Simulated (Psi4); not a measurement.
CH4AlFS (SMILES C[S][AlH][F]), singlet, geometry from GFN2-xTB (such geometries of metal compounds can be far from the true shape); PBE/pcseg-3 (Psi4).

Input for Psi4:
```
memory 2 GB

molecule {
0 1
  Al    0.45618316    0.08406839    0.87807257
  F    -0.07330689    0.18124643    2.43128565
  H     1.96264594    0.12728476    0.68167315
  S    -0.81837530   -0.09912993   -0.89255186
  C     0.56696071   -0.13765755   -2.10696048
  H     1.14212800    0.78233490   -2.05259905
  H     0.10629532   -0.22944842   -3.08475099
  H     1.21055213   -0.99225401   -1.91824468
}

set basis pcseg-3

energy('pbe')
print_variables()
```

Problem. Write the output that Psi4 gives for this input, abridged.

Solution. 
```
   => Loading Basis Set <=

    Name: PCSEG-3
    Role: ORBITAL
    Keyword: BASIS

         ---------------------------------------------------------
                                   SCF
               by Justin Turney, Rob Parrish, Andy Simmonett
                          and Daniel G. A. Smith
                              RKS Reference
         ---------------------------------------------------------

  ==> Geometry <==

    Molecular point group: c1
    Full point group: C1

    Geometry (in Angstrom), charge = 0, multiplicity = 1:

       Center              X                  Y                   Z               Mass
    ------------   -----------------  -----------------  -----------------  -----------------
         AL           0.498633189845     0.077940891093     0.775519909444    26.981538530000
         F           -0.030856860155     0.175118931093     2.328732989444    18.998403162730
         H            2.005095969845     0.121157261093     0.579120489444     1.007825032230
         S           -0.775925270155    -0.105257428907    -0.995104520556    31.972071174400
         C            0.609410739845    -0.143785048907    -2.209513140556    12.000000000000
         H            1.184578029845     0.776207401093    -2.155151710556     1.007825032230
         H            0.148745349845    -0.235575918907    -3.187303650556     1.007825032230
         H            1.253002159845    -0.998381508907    -2.020797340556     1.007825032230

  Running in c1 symmetry.

  Rotational constants: A =      0.44085  B =      0.07242  C =      0.06295 [cm^-1]
  Rotational constants: A =  13216.49649  B =   2171.18717  C =   1887.09458 [MHz]
  Nuclear repulsion =  197.469019901168309

  Charge       = 0
  Multiplicity = 1
  Electrons    = 48
  Nalpha       = 24
  Nbeta        = 24

  ==> Algorithm <==

  SCF Algorithm Type is DF.
  DIIS enabled.
  MOM disabled.
  Fractional occupation disabled.
  Guess Type is SAD.
  Energy threshold   = 1.00e-06
  Density threshold  = 1.00e-06
  Integral threshold = 1.00e-12

  ==> Primary Basis <==

  Basis Set: PCSEG-3
    Blend: PCSEG-3
    Number of shells: 112
    Number of basis functions: 380
    Number of Cartesian functions: 464
    Spherical Harmonics?: true
    Max angular momentum: 4

  ==> DFT Potential <==

   => LibXC <=

    Version 7.1.2
    S. Lehtola, C. Steigemann, M. J. T. Oliveira, and M. A. L. Marques,  SoftwareX 7, 1–5 (2018) (10.1016/j.softx.2017.11.002)

   => Composite Functional: PBE <=

    PBE GGA Exchange-Correlation Functional

    J.P. Perdew et. al., Phys. Rev. Lett., 77(18), 3865-3868, 1996

    Deriv               =              1
    GGA                 =           TRUE
    Meta                =          FALSE

    Exchange Hybrid     =          FALSE
    MP2 Hybrid          =          FALSE

   => Exchange Functionals <=

    1.0000     XC_GGA_X_PBE

   => Correlation Functionals <=

    1.0000     XC_GGA_C_PBE

   => LibXC Density Thresholds  <==

    XC_GGA_C_PBE:  1.00E-12
    XC_GGA_X_PBE:  1.00E-15

   => Molecular Quadrature <=

    Radial Scheme          =       TREUTLER
    Pruning Scheme         =           NONE
    Nuclear Scheme         =       TREUTLER

    Blocking Scheme        =         OCTREE
    BS radius alpha        =              1
    Pruning alpha          =              1
    Radial Points          =             75
    Spherical Points       =            302
    Total Points           =         174513
    Total Blocks           =           1374
    Max Points             =            256
    Max Functions          =            335
    Weights Tolerance      =       1.00E-15

   => Loading Basis Set <=

    Name: (PCSEG-3 AUX)
    Role: JKFIT
    Keyword: DF_BASIS_SCF

  ==> Integral Setup <==

  SCF_SUBTYPE=INCORE selected. In-core MEM_DF algorithm will be used.
  Using in-core AOs.

  ==> MemDFJK: Density-Fitted J/K Matrices <==

    J tasked:                   Yes
    K tasked:                    No
    wK tasked:                   No
    Algorithm:                 Core
    Schwarz Cutoff:           1E-12
    Mask sparsity (%):      12.7327
    Fitting Condition:        1E-10

   => Auxiliary Basis Set <=

  Basis Set: (PCSEG-3 AUX)
    Blend: DEF2-UNIVERSAL-JKFIT
    Number of shells: 150
    Number of basis functions: 480
    Number of Cartesian functions: 572
    Spherical Harmonics?: true
    Max angular momentum: 4

  Minimum eigenvalue in the overlap matrix is 1.0647293847E-04.
  Reciprocal condition number of the overlap matrix is 1.0384217592E-05.
    Using symmetric orthogonalization.

  ==> Pre-Iterations <==

  SCF Guess: Superposition of Atomic Densities via on-the-fly atomic UHF (no occupation information).

   -------------------------
    Irrep   Nso     Nmo
   -------------------------
     A        380     380
   -------------------------
    Total     380     380
   -------------------------

  ==> Iterations <==

                           Total Energy        Delta E     RMS |[F,P]|

   @DF-RKS iter SAD:  -780.05011694223822   -7.80050e+02   0.00000e+00
   @DF-RKS iter   1:  -780.28859582792597   -2.38479e-01   2.65933e-03 DIIS/ADIIS
   @DF-RKS iter   2:  -779.37478480875700    9.13811e-01   4.47833e-03 DIIS/ADIIS
   @DF-RKS iter   3:  -780.69504810458761   -1.32026e+00   9.01403e-04 DIIS/ADIIS
   @DF-RKS iter   4:  -780.72673345964859   -3.16854e-02   3.92795e-04 DIIS/ADIIS
   @DF-RKS iter   5:  -780.73459094451493   -7.85748e-03   1.39461e-04 DIIS/ADIIS
   @DF-RKS iter   6:  -780.73596100429916   -1.37006e-03   3.18608e-05 DIIS
   @DF-RKS iter   7:  -780.73603287595881   -7.18717e-05   7.80872e-06 DIIS
   @DF-RKS iter   8:  -780.73603643041713   -3.55446e-06   2.44698e-06 DIIS
   @DF-RKS iter   9:  -780.73603675705613   -3.26639e-07   9.69257e-07 DIIS
  Energy and wave function converged.

  ==> Post-Iterations <==

   Electrons on quadrature grid:
      Ntotal   =   48.0000036045 ; deviation = 3.605e-06

    Orbital Energies [Eh]
    ---------------------

    Doubly Occupied:

[...]
    Virtual:

[...]
    Final Occupation by Irrep:
              A
    DOCC [    24 ]
    NA   [    24 ]
    NB   [    24 ]

  @DF-RKS Final Energy:  -780.73603675705613

   => Energetics <=

    Nuclear Repulsion Energy =            197.4690199011683092
    One-Electron Energy =               -1474.2813840194930890
    Two-Electron Energy =                 557.4205395099027101
    DFT Exchange-Correlation Energy =     -61.3442121486340852
    Empirical Dispersion Energy =           0.0000000000000000
    VV10 Nonlocal Energy =                  0.0000000000000000
    Total Energy =                       -780.7360367570561266

Computation Completed

Properties will be evaluated at   0.000000,   0.000000,   0.000000 [a0]

Properties computed using the SCF density matrix

 Multipole Moments:

 ------------------------------------------------------------------------------------
     Multipole            Electronic (a.u.)      Nuclear  (a.u.)        Total (a.u.)
 ------------------------------------------------------------------------------------

 L = 1.  Multiply by 2.5417464519 to convert [e a0] to [Debye]
 Dipole X            :         -3.3021760            3.8505085            0.5483326
 Dipole Y            :          0.5168622           -0.5558062           -0.0389440
 Dipole Z            :          8.5085911           -9.3022291           -0.7936380
 Magnitude           :                                                    0.9654255

 ------------------------------------------------------------------------------------

  Variable Map:
  ----------------------------------------------------------------------------
[...]
  Array Variable Map:
  ----------------------------------------------------------------------------
[...]
[...]
```
